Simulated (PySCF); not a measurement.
Vertical excitations of a molecule C₂H₆BF₂N from PySCF with TDDFT-PBE0/def2-SVPD, as energy in eV (oscillator strength): 6.96 (0.001), 7.81 (0.009), 7.96 (0.002), 8.10 (0.346), 8.30 (0.034), 8.48 (0.009), 8.69 (0.008), 8.73 (0.019), 9.16 (0.024), 9.20 (0.005). Lowest triplet (TDA): 6.27 eV. Geometry: TPSSh-D3(BJ)/def2-SVP. Other conformers were not sampled.

Pick the molecule that these values belong to.
A) CNB(F)CF
B) CN(C)B(F)F
C) NB(CF)CF
D) CB(N)C(F)F

A, CNB(F)CF
